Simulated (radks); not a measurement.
Question: The rhenium ion Re+, [Xe] 4f14 5d5 6s1. Method: non-relativistic Kohn-Sham, PBE, spin-polarised, spherical densities, point nucleus; computed with a radial shooting solver on a logarithmic mesh with Libxc functionals. Every spin shell is full or empty, so the densities are truly spherical. Functionals are evaluated on that one density, not self-consistently. Rank these orbital-free kinetic functionals by their error against the exact value of the orbitals, and give that value: Thomas-Fermi, TF + vW, TF + vW/5, LC94, revAPBEK, Perdew 92, Pearson, LKT, PG1, DePristo-Kress, Ernzerhof.

Answer: Exact: 15784.0 hartree. From best to worst, with 100 (|E| - |E exact|)/|E exact| (equal figures are ties): LC94 -0.01, revAPBEK +0.16, DePristo-Kress -0.22, Ernzerhof -0.51, Perdew 92 -0.72, Pearson -0.89, TF + vW/5 +2.49, Thomas-Fermi -4.75, PG1 +12.70, LKT +16.29, TF + vW +31.46.
